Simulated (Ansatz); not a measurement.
CH₂Cl, SMILES Cl[CH2] (connectivity only; charge and spin as stated), charge +1, multiplicity 1.

Geometry optimised at B3LYP-D3(BJ)/def2-TZVP. The spin state was assumed, not searched. The isomer is the one that the SMILES or the coordinates give; other isomers of the formula were not compared.

Two levels are set side by side: PBE/def2-TZVPD (Ansatz, a program for electronic structure) and PBE0/def2-TZVPD (Ansatz). Energy differences of separate SCF runs at the same geometry; the states with an electron removed or added have multiplicity 2 and 2. Differences are taken from unrounded values.

| quantity | PBE0 |
|---|---|
| vertical ionisation energy (eV) | 19.81 |
| vertical electron affinity (eV) | 8.67 |
| vertical singlet–triplet gap (eV) | 2.89 |

Task: What does PBE give, and how far is it from PBE0? (An estimate is asked for; the answer gives what the named calculation found.)

Result: 
```
quantity                             PBE  PBE minus PBE0
---------------------------------  -----  --------------
vertical ionisation energy (eV)    19.71           -0.10
vertical electron affinity (eV)     8.52           -0.15
vertical singlet–triplet gap (eV)   2.89           -0.01
```

On these quantities the two levels nearly agree.
